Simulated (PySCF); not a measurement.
SiCl2FI, SMILES I[Si](Cl)(F)Cl. Coordinates come from a PBE0-D3(BJ)/def2-SVP optimisation. This is a generated structure with no PubChem entry under its InChIKey; it may be hypothetical. The def2 effective core potentials stand for the cores of I; spin–orbit coupling is left out.

Calculation: PySCF with PBE0-D3(BJ)/def2-SVP.

Harmonic wavenumbers (cm⁻¹): 121, 135, 201, 210, 257, 371, 571, 643, 935. Rotational constants (GHz): 1.784, 0.7974, 0.6798; symmetry number 1.

Problem. Work out the zero-point energy and the ideal-gas rigid-rotor harmonic-oscillator thermochemistry at 298.15 K and 1 atm.

Solution. ZPE = ½ Σ hcν = ½ × 3443 cm⁻¹ = 20.60 kJ/mol. H − E(el) = 40.09 kJ/mol. Entropy in J/(mol K): translation 177.35, rotation 126.30, vibration 58.14, total 361.80. G − E(el) = -67.78 kJ/mol. Cp = 88.85 J/(mol K). Modes under 150 cm⁻¹ make the vibrational entropy uncertain.
